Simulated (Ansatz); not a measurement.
Reaction (SMILES): [F][Ga] (F-Ga) (closed-shell singlet) → F atom + Ga atom
B3LYP-D3(BJ)/def2-TZVP geometries, fixed; electronic energies without zero-point terms.

How fast the atomisation energy converges with the basis for several methods (Ansatz, a program for electronic structure): deviation from each method's own reference, in kcal/mol. References: CCSD(T) 143.36 kcal/mol, Hartree-Fock in aug-cc-pVQZ plus the correlation part extrapolated as X^-3 from aug-cc-pVTZ and aug-cc-pVQZ; HF 97.50 kcal/mol, the value in aug-cc-pV5Z; MP2 151.86 kcal/mol, Hartree-Fock in aug-cc-pV5Z plus the correlation part extrapolated as X^-3 from aug-cc-pVQZ and aug-cc-pV5Z; PBE 145.48 kcal/mol, the value in aug-cc-pV5Z; PBE0 137.62 kcal/mol, the value in aug-cc-pV5Z; r2SCAN 141.37 kcal/mol, the value in aug-cc-pV5Z. Cartesian d functions, on some or all atoms, in 3-21G, 6-31G**; all else is spherical. In correlated methods cores are frozen (with 3d on Ga to Br). Open shells are unrestricted. No added dispersion term, no relativity. 

```
basis        functions  CCSD(T)     HF     MP2    PBE   PBE0  r2SCAN
-----------  ---------  -------  -----  ------  -----  -----  ------
3-21G               32   -15.24  -0.75  -20.51   8.84   3.94    7.64
def2-SVP            46   -11.63  -1.55  -12.81   0.16  -1.08   -1.10
6-31G**             50   -10.61  -2.83  -11.97  -0.85  -2.16   -1.57
aug-pcseg-1         59    -5.29   1.94   -4.89  -0.68   0.02    0.27
pcseg-2             73    -5.28  -0.82   -5.36  -0.95  -0.94   -0.71
def2-TZVPP          79    -5.43  -0.69   -5.56  -0.43  -0.64   -0.53
aug-pcseg-2        105    -3.51  -0.10   -3.60  -0.33  -0.26   -0.16
def2-QZVP          132    -2.31  -0.11   -2.43  -0.17  -0.18   -0.12
def2-QZVPP         146    -2.20  -0.01   -2.31  -0.09  -0.09   -0.03
def2-QZVPPD        161    -2.01   0.03   -2.09  -0.01  -0.01    0.01
aug-pcseg-3        178    -1.49   0.11   -1.55  -0.11  -0.06   -0.02
pcseg-4            212    -0.77   0.22   -0.78  -0.12  -0.06    0.03
```

Mean absolute deviation over pcseg-2, def2-TZVPP, aug-pcseg-2: r2SCAN 0.47, HF 0.54, PBE 0.57, PBE0 0.61, CCSD(T) 4.74, MP2 4.84 kcal/mol.
